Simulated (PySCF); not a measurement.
**Polarisability and C₆ of Pd (palladium, neutral)**

[Kr] 4d9 5s1, high-spin 3D determinant (an excited configuration). All numbers are calculated (PySCF 2.14, scalar relativity by spin-free X2C-1e, in x2c-QZVPPall with one added diffuse shell each of s, p, d, f, g type (14s9p8d5f3g, 143 functions)). Coupled (time-dependent) response in atomic units; α is the mean over directions.

```json
{"method": "UHF", "mean α (bohr³)": "86.34", "α xx, yy, zz": "88.49, 88.49, 82.03", "C₆ (like pair)": "749.9", "S(−4)": "6970"}
```

S(−4) is the Cauchy moment in α(ω) = α(0) + S(−4) ω² + …

Spin-orbit coupling is absent.

α(iu) at UHF:

```csv
u (hartree),α(iu) (bohr³)
0,86.34
0.0500,72.24
0.100,50.36
0.200,26.75
0.300,17.61
0.500,10.48
0.750,6.960
1.00,5.148
1.50,3.246
2.00,2.256
3.00,1.272
5.00,0.5651
```

A single London oscillator, α(iu) = α/(1 + u²/ω²), gives C₆ = (3/4) ω α². Matching the computed C₆ needs ω = 4 × 749.9 / (3 × 86.34²) = 0.134 hartree.

The components differ because the open shell of this determinant is not spherical; for a pure term their mean is the scalar polarisability.
